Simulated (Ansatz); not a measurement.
Isolated molecules relaxed with PBE0-D4/def2-TZVP in Ansatz; ΔE leaves out vibrations. CCSD(T)/CBS adds triple-zeta CCSD(T) − MP2 to the extrapolated MP2 energy (def2 sets, frozen cores). This one scheme is used for every species. One conformer a species, not always the lowest.

`OB[SiH](O)F` + NH₃ → `N[SiH](O)F` + `BO`  (cleavage of the Si–B bond)

`OB[SiH](O)F`:

Z-matrix (Å, degrees):
```
Si
B 1 2.025
F 1 1.607 2 108.8
O 1 1.640 2 106.5 3 118.3
H 1 1.489 2 116.9 3 -118.3
O 2 1.350 1 118.0 3 119.0
H 2 1.204 1 122.3 3 -61.1
H 4 0.958 1 118.6 2 169.0
H 6 0.962 2 113.8 1 179.8
```

NH₃:

Z-matrix (Å, degrees):
```
N
H 1 1.013
H 1 1.013 2 107.1
H 1 1.013 2 107.1 3 -114.5
```

`N[SiH](O)F`:

Z-matrix (Å, degrees):
```
Si
O 1 1.629
F 1 1.596 2 112.6
N 1 1.699 2 110.7 3 116.3
H 1 1.474 2 104.5 3 -115.6
H 2 0.959 1 117.0 3 -71.5
H 4 1.007 1 120.5 2 -153.1
H 4 1.006 1 121.6 2 56.5
```

`BO`:

Cartesian coordinates in Å:
```
B 0.195 -0.373 0.000
O 0.030 0.933 -0.289
H 1.193 -0.893 -0.407
H -0.632 -0.969 0.636
H -0.786 1.302 0.060
```

```tsv
species	CCSD(T)/def2-SVP energy (Eh)
`OB[SiH](O)F`	-565.72443
NH₃	-56.35487
`N[SiH](O)F`	-520.56071
`BO`	-101.55624
```

Problem. Work out ΔE.

Solution. ΔE = (-520.56071) + (-101.55624) − (-565.72443) − (-56.35487) = -0.03765 Eh = -23.6 kcal/mol. CCSD(T)/CBS gives -25.3 kcal/mol.

Largest T1 diagnostic among the species: 0.014.

In def2-TZVPP, CCSD(T) changes the Hartree–Fock value by +3.5 kcal/mol (the triples alone add +0.4 kcal/mol) and MP2 by +1.7 kcal/mol. From r2SCAN to r2SCAN0 (25 % exact exchange), in def2-TZVPP and without D4, ΔE moves by −0.9 kcal/mol. At CCSD(T), def2-SVP lies +1.6 kcal/mol from the extrapolated value and def2-TZVPP +0.0 kcal/mol.
